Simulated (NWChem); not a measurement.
All runs are NWChem calculations. System: BiF₂ (+1), charge 1, spin multiplicity 1, at a geometry optimised with B3LYP/def2-SVP with def2 effective core potentials on Bi. The structure started from a generated list of species. Level: TD-B3LYP/def2-SVPD with def2 effective core potentials on Bi, VWN1-RPA local correlation.

Job file:

```
start mol
memory heap 200 mb stack 900 mb global 1100 mb
charge 1
geometry units angstroms nocenter noautoz
  Bi     0.000000     0.000000     0.235741
  F     -1.479737     0.000000    -1.087027
  F      1.479737     0.000000    -1.087027
  symmetry group C2v
end
basis spherical
  * library def2-svpd
end
ecp
  Bi library def2-ecp
end
dft
  xc b3lyp
  semidirect memsize 60000000 filesize 0
  iterations 100
end
tddft
  rpa
  nroots 5
  notriplet
  thresh 1e-4
end
task tddft energy
```

NWChem printed:

```
             Northwest Computational Chemistry Package (NWChem) 7.3.0
             --------------------------------------------------------

                                NWChem Input Module
                                -------------------

 Scaling coordinates for geometry "geometry" by  1.889725989
 (inverse scale =  0.529177249)

 Turning off AUTOSYM since
 SYMMETRY directive was detected!

                             Geometry "geometry" -> ""
                             -------------------------

 Output coordinates in angstroms (scale by  1.889725989 to convert to a.u.)

  No.       Tag          Charge          X              Y              Z
 ---- ---------------- ---------- -------------- -------------- --------------
    1 Bi                  83.0000     0.00000000     0.00000000     0.23574100
    2 F                    9.0000    -1.47973700     0.00000000    -1.08702700
    3 F                    9.0000     1.47973700     0.00000000    -1.08702700

 Effective nuclear repulsion energy (a.u.)     412.8108607883

            Nuclear Dipole moment (a.u.)
            ----------------------------
        X                 Y               Z
 ---------------- ---------------- ----------------
     0.0000000000     0.0000000000     0.0000321253

      Symmetry information
      --------------------

 Group name             C2v
 Group number             16
 Group order               4
 No. of unique centers     2

      Symmetry unique atoms

     1    2


 Summary of "ao basis" -> "" (spherical)
 ------------------------------------------------------------------------------
       Tag                 Description            Shells   Functions and Types
 ---------------- ------------------------------  ------  ---------------------
 *                         def2-svpd                  on all atoms

                                 NWChem DFT Module
                                 -----------------

 Summary of "ao basis" -> "ao basis" (spherical)
 ------------------------------------------------------------------------------
       Tag                 Description            Shells   Functions and Types
 ---------------- ------------------------------  ------  ---------------------
 Bi                        def2-svpd                12       32   5s4p3d
 F                         def2-svpd                 9       23   4s3p2d

 Summary of "ao basis" -> "ao basis" (spherical)
 ------------------------------------------------------------------------------
       Tag                 Description            Shells   Functions and Types
 ---------------- ------------------------------  ------  ---------------------
 Bi                        def2-svpd                12       32   5s4p3d
 F                         def2-svpd                 9       23   4s3p2d

      Symmetry analysis of basis
      --------------------------

        a1         31
        a2         10
        b1         23
        b2         14

            General Information
            -------------------
          SCF calculation type: DFT
          Wavefunction type:  closed shell.
          No. of atoms     :     3
          No. of electrons :    40
           Alpha electrons :    20
            Beta electrons :    20
          Charge           :     1
          Spin multiplicity:     1
          Use of symmetry is: off; symmetry adaption is: on
          Maximum number of iterations: 100
          AO basis - number of functions:    78
                     number of shells:    30
          Convergence on energy requested:  1.00D-06
          Convergence on density requested:  1.00D-05
          Convergence on gradient requested:  5.00D-04

              XC Information
              --------------
                         B3LYP Method XC Potential
                     Hartree-Fock (Exact) Exchange  0.200
                        Slater Exchange Functional  0.800 local
                    Becke 1988 Exchange Functional  0.720 non-local
              Lee-Yang-Parr Correlation Functional  0.810
                  VWN I RPA Correlation Functional  0.190 local

             Grid Information
             ----------------
          Grid used for XC integration:  medium
          Radial quadrature: Mura-Knowles
          Angular quadrature: Lebedev.
          Tag              B.-S. Rad. Rad. Pts. Rad. Cut. Ang. Pts.
          ---              ---------- --------- --------- ---------
          Bi                  1.60      123           9.0       590
          F                   0.50       49          10.0       434
          Grid pruning is: on
          Number of quadrature shells:   221
          Spatial weights used:  Erf1

          Convergence Information
          -----------------------
          Convergence aids based upon iterative change in
          total energy or number of iterations.
          Levelshifting, if invoked, occurs when the
          HOMO/LUMO gap drops below (HL_TOL):  1.00D-02
          DIIS, if invoked, will attempt to extrapolate
          using up to (NFOCK): 10 stored Fock matrices.

                    Damping( 0%)  Levelshifting(0.5)       DIIS
                  --------------- ------------------- ---------------
          dE  on:    start            ASAP                start
          dE off:    2 iters        100 iters           100 iters

      Screening Tolerance Information
      -------------------------------
          Density screening/tol_rho:  1.00D-10
          AO Gaussian exp screening on grid/accAOfunc:  14
          CD Gaussian exp screening on grid/accCDfunc:  20
          XC Gaussian exp screening on grid/accXCfunc:  20
[...]
           0.000000000000         497.998723499009           0.000000000000
           0.000000000000           0.000000000000         297.107599825369

     Multipole analysis of the density
     ---------------------------------

     L   x y z        total         alpha         beta         nuclear
     -   - - -        -----         -----         ----         -------
     0   0 0 0      1.000000    -20.000000    -20.000000     41.000000

     1   1 0 0     -0.000000     -0.000000     -0.000000      0.000000
     1   0 1 0      0.000000      0.000000      0.000000      0.000000
     1   0 0 1      1.804658     14.266890     14.266890    -26.729122

     2   2 0 0    -27.944815    -84.345923    -84.345923    140.747031
     2   1 1 0      0.000000      0.000000      0.000000      0.000000
     2   1 0 1      0.000000      0.000000      0.000000      0.000000
     2   0 2 0    -22.318807    -11.159404    -11.159404      0.000000
     2   0 1 1      0.000000      0.000000      0.000000      0.000000
     2   0 0 2    -25.638124    -53.078342    -53.078342     80.518560

                                NWChem TDDFT Module
                                -------------------

            General Information
            -------------------
           No. of orbitals :     156
            Alpha orbitals :      78
             Beta orbitals :      78
        Alpha frozen cores :       0
         Beta frozen cores :       0
     Alpha frozen virtuals :       0
      Beta frozen virtuals :       0
         Spin multiplicity :       1
    Number of AO functions :      78
        Use of symmetry is : off
      Symmetry adaption is : on
         Schwarz screening :  0.10D-07

              XC Information
              --------------
                  B3LYP Method XC Potential
              Hartree-Fock (Exact) Exchange   0.20
                 Slater Exchange Functional   0.80 local
             Becke 1988 Exchange Functional   0.72 non-local
       Lee-Yang-Parr Correlation Functional   0.81
           VWN I RPA Correlation Functional   0.19 local

             TDDFT Information
             -----------------
          Calculation type : TDDFT
         Wavefunction type : Restricted singlets
          No. of electrons :      40
           Alpha electrons :      20
            Beta electrons :      20
              No. of roots :       5
          Max subspacesize :    5000
            Max iterations :     100
               Target root :       1
           Target symmetry : none
      Symmetry restriction : off
                 Algorithm : Optimal
        Davidson threshold :  0.10D-03

            Memory Information
            ------------------
          Available GA space size is         144173116 doubles
          Available MA space size is          50650436 doubles
          Length of a trial vector is         1160
          Algorithm : Incore multiple tensor contraction
          Estimated peak GA usage is          23479296 doubles
          Estimated peak MA usage is             18000 doubles

    5 smallest eigenvalue differences (eV)
--------------------------------------------------------
  No. Spin  Occ  Vir  Irrep   E(Occ)    E(Vir)   E(Diff)
--------------------------------------------------------
    1    1   20   21 b2       -0.621    -0.413     5.647
    2    1   19   21 a2       -0.628    -0.413     5.853
    3    1   18   21 b1       -0.634    -0.413     6.013
    4    1   17   21 a1       -0.654    -0.413     6.553
    5    1   16   21 b2       -0.661    -0.413     6.743
--------------------------------------------------------

  Entering Davidson iterations
  Restricted singlet excited states

  Iter   NTrls   NConv    DeltaV     DeltaE      Time
  ----  ------  ------  ---------  ---------  ---------
    1      5       0     0.41E+00   0.10+100        4.2
    2     15       0     0.48E-01   0.41E-01        6.1
    3     25       0     0.17E-01   0.99E-03        6.0
    4     35       0     0.53E-02   0.13E-03        6.2
    5     45       2     0.17E-02   0.11E-04        6.0
    6     51       3     0.43E-03   0.11E-05        4.6
    7     55       4     0.10E-03   0.70E-07        3.9
    8     56       5     0.58E-04   0.30E-08        2.7
  ----  ------  ------  ---------  ---------  ---------
  Convergence criterion met

  Ground state a1       -413.966218776416 a.u.

  ----------------------------------------------------------------------------
  Root   1 singlet b2             0.163708907 a.u.                4.4547 eV
  ----------------------------------------------------------------------------
     Transition Moments    X -0.00000   Y  0.30858   Z  0.00000
     Transition Moments   XX  0.00000  XY  0.00000  XZ  0.00000
     Transition Moments   YY -0.00000  YZ  0.81013  ZZ  0.00000
     Dipole Oscillator Strength                    0.0103923289
     Electric Quadrupole                           0.0000000153
     Magnetic Dipole                               0.0000013047
     Total Oscillator Strength                     0.0103936489

          sigma_e =   1.6322 Angstrom
          sigma_h =   1.6948 Angstrom
         |d_h->e| =   1.0807 Angstrom
            d_exc =   2.5712 Angstrom
            d_CD1 =   1.1434 Angstrom
            d_CD2 =  -0.5827 Angstrom
            d_CD3 =   3.6519 Angstrom
     Pearson C.C. =   0.0169

     Occ.   16  a1  ---  Virt.   21  b2   0.12895 X
     Occ.   20  a1  ---  Virt.   21  b2  -0.99045 X
  ----------------------------------------------------------------------------
  Root   2 singlet a2             0.165800074 a.u.                4.5117 eV
  ----------------------------------------------------------------------------
     Transition Moments    X  0.00000   Y -0.00000   Z  0.00000
     Transition Moments   XX  0.00000  XY  0.02032  XZ -0.00000
     Transition Moments   YY  0.00000  YZ -0.00000  ZZ -0.00000
     Dipole Oscillator Strength                    0.0000000000
     Electric Quadrupole                           0.0000000000
     Magnetic Dipole                               0.0000002714
     Total Oscillator Strength                     0.0000002714

          sigma_e =   1.6260 Angstrom
          sigma_h =   1.6414 Angstrom
         |d_h->e| =   1.2321 Angstrom
            d_exc =   2.6042 Angstrom
            d_CD1 =   1.2475 Angstrom
            d_CD2 =  -0.4016 Angstrom
            d_CD3 =   3.8363 Angstrom
     Pearson C.C. =   0.0139

     Occ.   19  b1  ---  Virt.   21  b2  -0.99938 X
  ----------------------------------------------------------------------------
  Root   3 singlet b1             0.191056641 a.u.                5.1989 eV
  ----------------------------------------------------------------------------
     Transition Moments    X  0.29523   Y  0.00000   Z  0.00000
     Transition Moments   XX -0.00000  XY  0.00000  XZ -1.21707
     Transition Moments   YY -0.00000  YZ  0.00000  ZZ -0.00000
     Dipole Oscillator Strength                    0.0111019601
     Electric Quadrupole                           0.0000000550
     Magnetic Dipole                               0.0000000003
     Total Oscillator Strength                     0.0111020154

          sigma_e =   1.6417 Angstrom
          sigma_h =   1.6345 Angstrom
         |d_h->e| =   1.2397 Angstrom
            d_exc =   2.6200 Angstrom
            d_CD1 =   1.2470 Angstrom
            d_CD2 =  -0.3984 Angstrom
            d_CD3 =   3.8597 Angstrom
     Pearson C.C. =   0.0073

     Occ.   15  b1  ---  Virt.   23  a1   0.09511 X
     Occ.   18  a2  ---  Virt.   21  b2   0.96098 X
     Occ.   19  b1  ---  Virt.   23  a1   0.14567 X
     Occ.   20  a1  ---  Virt.   22  b1   0.21756 X
  ----------------------------------------------------------------------------
  Root   4 singlet b2             0.203063279 a.u.                5.5256 eV
  ----------------------------------------------------------------------------
     Transition Moments    X -0.00000   Y  0.31563   Z  0.00000
     Transition Moments   XX  0.00000  XY  0.00000  XZ -0.00000
     Transition Moments   YY -0.00000  YZ  1.04195  ZZ  0.00000
     Dipole Oscillator Strength                    0.0134860514
     Electric Quadrupole                           0.0000000484
     Magnetic Dipole                               0.0000009015
     Total Oscillator Strength                     0.0134870013

          sigma_e =   1.6317 Angstrom
          sigma_h =   1.7289 Angstrom
         |d_h->e| =   0.8843 Angstrom
            d_exc =   2.5243 Angstrom
            d_CD1 =   0.9816 Angstrom
            d_CD2 =  -0.7959 Angstrom
            d_CD3 =   3.4087 Angstrom
     Pearson C.C. =   0.0109

     Occ.   14  a1  ---  Virt.   21  b2   0.05454 X
     Occ.   16  a1  ---  Virt.   21  b2  -0.99006 X
     Occ.   20  a1  ---  Virt.   21  b2  -0.12739 X
  ----------------------------------------------------------------------------
  Root   5 singlet a1             0.213396193 a.u.                5.8068 eV
  ----------------------------------------------------------------------------
     Transition Moments    X  0.00000   Y  0.00000   Z  0.23118
     Transition Moments   XX -1.34309  XY  0.00000  XZ  0.00000
     Transition Moments   YY  1.24841  YZ  0.00000  ZZ -0.99656
     Dipole Oscillator Strength                    0.0076033640
     Electric Quadrupole                           0.0000001024
     Magnetic Dipole                               0.0000000000
     Total Oscillator Strength                     0.0076034664

          sigma_e =   1.6451 Angstrom
          sigma_h =   1.6478 Angstrom
         |d_h->e| =   1.1285 Angstrom
            d_exc =   2.5863 Angstrom
            d_CD1 =   1.1311 Angstrom
            d_CD2 =  -0.5180 Angstrom
            d_CD3 =   3.7148 Angstrom
     Pearson C.C. =   0.0011

     Occ.   15  b1  ---  Virt.   22  b1   0.15671 X
     Occ.   16  a1  ---  Virt.   23  a1   0.14582 X
     Occ.   17  b2  ---  Virt.   21  b2   0.96314 X
     Occ.   19  b1  ---  Virt.   22  b1  -0.05450 X
     Occ.   20  a1  ---  Virt.   23  a1   0.15575 X

              Target root =      1
          Target symmetry = none
      Ground state energy =   -413.966218776416
        Excitation energy =      0.163708906980
     Excited state energy =   -413.802509869436

  stored tddft:energy   -413.80250986943599

 Task  times  cpu:       42.7s     wall:       42.7s

 Total times  cpu:       42.7s     wall:       42.7s
```
